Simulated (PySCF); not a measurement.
Delta-SCF ions had no search for a lower state. Excitations are Tamm–Dancoff values on a coarser integration grid. The basis has no diffuse functions, so Rydberg states are missing or too high.

## BI3, SMILES `B(I)(I)I` (charge 0, multiplicity 1)

Method: TPSSh-D3(BJ)/def2-TZVP // PBE0-D3(BJ)/def2-TZVP in PySCF.

| Item | Result |
|---|---|
| HOMO | -6.80 eV |
| dipole moment | 0.00 D |
| HOMO–LUMO gap | 3.92 eV |
| LUMO | -2.88 eV |
| S1 excitation (TDA) | 3.42 eV |
| S1 oscillator strength | 0.000 |
| brightest of the four lowest singlets (TDA) | 4.59 eV |
| T1 excitation (TDA) | 3.27 eV |
| S1–T1 gap (TDA) | 0.15 eV |
| vertical ionisation energy (Delta-SCF) | 8.96 eV |
| total energy | -917.8002 Ha |
| cost | roughly 4 core-minutes |

Bonds (Å): I1–B2 2.111, B2–I3 2.111, B2–I4 2.111. Bond angles (°): I1–B2–I3 120.0, I1–B2–I4 120.0, I3–B2–I4 120.0.
Charge 0, spin multiplicity 1.
